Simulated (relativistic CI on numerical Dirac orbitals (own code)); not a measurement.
Calculated at this level of theory: Dirac-Coulomb-Breit CI, KLI orbitals optimised for each configuration, model QED, unscaled Slater integrals (own radial code, finite nucleus).

CI space (outside the closed core [Ne]): 3s, 3p, 3d, 4s, 4p, 4d, 4f, 5s, 5p, 5d, 5f, 5g, 6s, 6p, 6d, 7s, 7p. Levels of other configurations are missing.

At this charge energies of transitions that change n are usually good to better than 1 %, and those within a shell (Δn = 0) to a few per cent.

Outline of the computed level scheme of Sm LII. Lowest level of each configuration: 3s 2S_1/2 at 0.00 eV; 3p 2P°_1/2 at 122.26 eV; 3d 2D_3/2 at 435.82 eV; 4s 2S_1/2 at 2119.96 eV; 4p 2P°_1/2 at 2170.55 eV; 4d 2D_3/2 at 2294.17 eV; 4f 2F°_5/2 at 2340.53 eV; 5s 2S_1/2 at 3063.42 eV; 5p 2P°_1/2 at 3088.86 eV.

Some strong electric-dipole decays among the lowest 15 levels: 4f 2F°_7/2 → 3d 2D_5/2 (1.1e+14 s⁻¹); 4f 2F°_5/2 → 3d 2D_3/2 (1.0e+14 s⁻¹); 4d 2D_5/2 → 3p 2P°_3/2 (5.1e+13 s⁻¹); 4d 2D_3/2 → 3p 2P°_1/2 (4.1e+13 s⁻¹); 4p 2P°_1/2 → 3s 2S_1/2 (2.5e+13 s⁻¹); 4s 2S_1/2 → 3p 2P°_3/2 (1.9e+13 s⁻¹); 4p 2P°_3/2 → 3s 2S_1/2 (1.8e+13 s⁻¹); 5p 2P°_1/2 → 3s 2S_1/2 (1.4e+13 s⁻¹).
